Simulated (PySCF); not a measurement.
`C=C(Cl)[C@@H]1O[C@H](C)C1=O`. The geometry is computed with GFN2-xTB (gas phase).

```
atom  x, y, z in Å
C1     1.8665   -1.2235    0.5908
C2     1.8311   -0.0731   -0.0567
Cl3    2.9810    0.3505   -1.2744
C4     0.7907    0.9868    0.1497
O5    -0.2044    0.6617    1.1222
C6    -1.2773    0.6668    0.1625
C7    -1.9702   -0.6756   -0.0122
C8    -0.2923    1.0412   -0.9260
O9    -0.3316    1.2507   -2.0962
H10    2.6265   -1.9600    0.4069
H11    1.1263   -1.4281    1.3440
H12    1.2661    1.9547    0.3499
H13   -2.0051    1.4538    0.3928
H14   -1.2398   -1.4475   -0.2426
H15   -2.4889   -0.9430    0.9046
H16   -2.6862   -0.6067   -0.8267
```

Question: Which two atoms are farthest apart?

Answer: Cl3···H15, 6.03 Å; the next longest distance is 5.76 Å.

Question: Give the dihedral angles C1–C2–C4–C8, C8–C6–C7–H16, O5–C6–C8–C4, H13–C6–C7–H16.

Answer: C1–C2–C4–C8 -102° (anticlinal); C8–C6–C7–H16 -72° (synclinal); O5–C6–C8–C4 1° (synperiplanar); H13–C6–C7–H16 60° (synclinal). Dihedral signs follow IUPAC: positive where, seen along the central bond, the front bond turns clockwise onto the rear one.

Question: How far are the heavy atoms from their best plane (unweighted least squares)?

Answer: 0.600 Å rms; C1 0.60, C2 0.02, Cl3 0.19, C4 0.82, O5 0.96, C6 0.28, C7 1.01, C8 0.12, O9 0.36 Å (magnitudes).

Question: Where is the centre of mass (commonest isotopes), and what is the radius of gyration?

Answer: Mass 146.013 u; centre at (0.710, 0.332, -0.403) Å; Rg = √(Σ m r²/M) = 2.121 Å. As Ia + Ib + Ic = 2 Σ m r², the three principal moments sum to 1313.5 u·Å².

Question: How far apart are these pairs, which share no bond: C2···O5, Cl3···C4, C4···H10, C6···H15, C8···H11?

Answer: C2···O5 2.464 Å (2 bonds apart); Cl3···C4 2.689 Å (2 bonds apart); C4···H10 3.481 Å (3 bonds apart); C6···H15 2.147 Å (2 bonds apart); C8···H11 3.642 Å (4 bonds apart).

Question: What are the angles Cl3–C2–C4, C8–C4–H12, C2–C4–O5, O5–C6–C7, C7–C6–C8, C6–C7–H15, C4–C8–O9?

Answer: From the scalar product of the two bond vectors; for Cl3–C2–C4 it is -0.9987 Å² over 1.7276 × 1.4995 Å², cos θ = -0.3855. Cl3–C2–C4 112.7°; C8–C4–H12 113.9°; C2–C4–O5 114.6°; O5–C6–C7 114.4°; C7–C6–C8 115.6°; C6–C7–H15 109.7°; C4–C8–O9 136.3°.

No GFN2-xTB frequencies stand behind this structure, so it isn't proved a minimum. The numbers are those of one conformer.
